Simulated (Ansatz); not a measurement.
Li7. The state is a doublet with charge 0. Geometry PBE/def2-TZVP, basis def2-TZVP, Ansatz.

```xyz
7

Li   -0.391    2.611    1.263
Li    0.864   -1.566   -0.961
Li   -0.040   -2.275    1.839
Li    1.520    0.265    1.319
Li   -1.146   -0.038    0.357
Li    0.659    1.403   -1.312
Li   -1.466   -0.400   -2.504
```

```
run  HOMO (eV)  LUMO (eV)
  A      -3.39      -1.69
  B      -3.05      -1.83
  C      -3.55      -1.11
  D      -2.92      -2.23
```

Another isomer (doublet) lies 0.12 eV lower at PBE0/def2-TZVP; other spin states weren't run for this one.

HOMO and LUMO are taken over both spins.

Question: The runs used BHLYP, PBE, PBE0, r2SCAN. Estimate which is which.

Answer: A PBE0 (25 % exact exchange); B r2SCAN (0 % exact exchange); C BHLYP (50 % exact exchange); D PBE (0 % exact exchange). Exact exchange lowers occupied and raises empty levels; among semilocal functionals meta-GGAs tend to open the gap a little, and such runs are hard to tell apart. The gap grows from 0.69 eV (PBE) to 2.44 eV (BHLYP). At r2SCAN/def2-TZVP the charge 0 doublet is spin-contaminated (final ⟨S²⟩ up to 0.83, 0.75 for a pure state).
